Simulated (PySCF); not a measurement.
# Bond lengths and vibrations by method: AlBClHO

All numbers below are calculated, not measured. They come from PySCF 2.14.0, an open-source quantum chemistry program, on an isolated molecule that a program drew, which may never have been made. The molecule is AlBClHO (charge 0, singlet), drawn as the SMILES string `[O]=[Al][BH]Cl`.

The geometry was optimised and harmonic frequencies were computed with HF and MP2, all in the cc-pV(D+d)Z basis, for the commonest isotopes, with a restricted reference for singlets and an unrestricted one otherwise, and a frozen core in MP2. Each result is a local minimum of its method.

Geometry at the HF minimum:
```xyz
5
AlBClHO, angstrom
O     1.0329   -1.2409    1.3997
Al    0.0116   -0.0483    1.4976
B    -1.3825    1.5794    1.6699
Cl   -2.0127    2.3304    0.2180
H    -1.7638    2.0141    2.7123
```

Lengths of the bonds as drawn, in Å (atoms numbered as above):
| bond | HF | MP2 |
|---|---|---|
| O1-Al2 | 1.573 | 1.632 |
| Al2-B3 | 2.150 | 2.151 |
| B3-Cl4 | 1.752 | 1.742 |
| B3-H5 | 1.192 | 1.203 |

Rotational constants, in GHz:
| constant | HF | MP2 |
|---|---|---|
| A | 28.44 | 28.06 |
| B | 1.561 | 1.541 |
| C | 1.48 | 1.46 |

Harmonic frequencies in cm^-1, each column in rising order, so a row needn't be the same motion in every method:
| rank | HF | MP2 |
|---|---|---|
| 1 | 103 | 90 |
| 2 | 173 | 144 |
| 3 | 247 | 225 |
| 4 | 526 | 504 |
| 5 | 709 | 674 |
| 6 | 875 | ? |
| 7 | 1093 | 1029 |
| 8 | 1211 | 1067 |
| 9 | 2768 | 2688 |

**Estimate the missing MP2 frequency from the HF column.**

A single factor s that minimises the squared misfit of MP2 against s times HF over the other rows is sum(HF x MP2) / sum(HF^2) = 0.9541, with an rms misfit of 37 cm^-1. For rank 6 it gives 0.9541 x 875 = 835 cm^-1. The calculation gives 883 cm^-1, 48 cm^-1 above the estimate. The drawn bonds are on average 1.0 % longer in MP2 than in HF.
